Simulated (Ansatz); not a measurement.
C$_{2}$H$_{6}$O$_{2}$SW, SMILES `C[O][W]([CH3])(=[O])=[S]`. The species carries charge 0 and has multiplicity 1. W takes the def2 core potential.

```xyz
12

C    -1.009   -1.552   -1.455
O    -0.262   -0.450   -0.996
W     0.962    0.120    0.263
C     0.145    1.779    1.271
O     2.397    0.703   -0.438
S     1.379   -1.337    1.768
H    -1.092   -2.312   -0.675
H    -2.005   -1.202   -1.733
H    -0.523   -1.978   -2.335
H     0.855    2.172    2.002
H    -0.774    1.493    1.789
H    -0.073    2.564    0.539
```

(1) List the harmonic frequencies (cm⁻¹, unscaled) at PBE0-D4/def2-TZVP in Ansatz. (An estimate is asked.)

(2) Is this a minimum?

(3) Give the ideal-gas thermochemistry at 298.15 K and 1 bar (rigid rotor, harmonic oscillator; point group C1, symmetry number 1).

Answers

(1) The calculation gave: 53, 82, 87, 163, 172, 191, 238, 246, 268, 553, 561, 576, 660, 693, 1028, 1163, 1176, 1184, 1216, 1414, 1421, 1473, 1484, 1490, 3038, 3043, 3129, 3129, 3131, 3145.

(2) Yes, all 30 modes are real.

(3) Zero-point energy 216.6 kJ/mol; H(298) − E = 243.7 kJ/mol; entropy 412.5 J/(mol·K), of which translation 179.0, rotation 119.8, vibration 113.6; G(298) − E = 120.7 kJ/mol. Modes under 100 cm⁻¹ are hindered rotations or soft bends, so the harmonic entropy is rough.
